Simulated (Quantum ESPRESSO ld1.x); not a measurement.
All-electron atom: I+ in [Kr] 4d8 5s2 5p4 5d2 (not the ground configuration). Calculated with ld1.x of Quantum ESPRESSO 7.5: Dirac Kohn-Sham, LDA (Slater exchange, VWN5 correlation), spin-unpolarised, spherical densities, point nucleus; open shells are shared between the two j in proportion to 2j + 1. Some entries of the table are withheld. Estimate them.

orbital     occ.  eigenvalue (eV)  r(max) (bohr)
1s1/2          2         -32959.8            (1)
2s1/2          2         -5122.69        0.09935
2p1/2          2              (2)        0.07614
2p3/2          4              (3)        0.08094
3s1/2          2         -1061.29            (4)
3p1/2          2         -932.250            (5)
3p3/2          4         -876.062            (6)
3d3/2          4              (7)         0.2296
3d5/2          6              (8)         0.2327
4s1/2          2         -211.427         0.6775
4p1/2          2         -165.878         0.6938
4p3/2          4         -154.450         0.7177
4d3/2        3.2         -80.4187         0.7603
4d5/2        4.8         -78.5417         0.7684
5s1/2          2         -35.1304          1.590
5p1/2    1.33333         -23.2803          1.761
5p3/2    2.66667         -21.6458          1.827
5d3/2        0.8          -7.0112            (9)
5d5/2        1.2          -6.8827           (10)

Answer. 
(1) 1s1/2 r(max) (bohr): 0.01755
(2) 2p1/2 eigenvalue (eV): -4810.93
(3) 2p3/2 eigenvalue (eV): -4512.62
(4) 3s1/2 r(max) (bohr): 0.2861
(5) 3p1/2 r(max) (bohr): 0.2723
(6) 3p3/2 r(max) (bohr): 0.2831
(7) 3d3/2 eigenvalue (eV): -648.020
(8) 3d5/2 eigenvalue (eV): -636.181
(9) 5d3/2 r(max) (bohr): 2.579
(10) 5d5/2 r(max) (bohr): 2.614
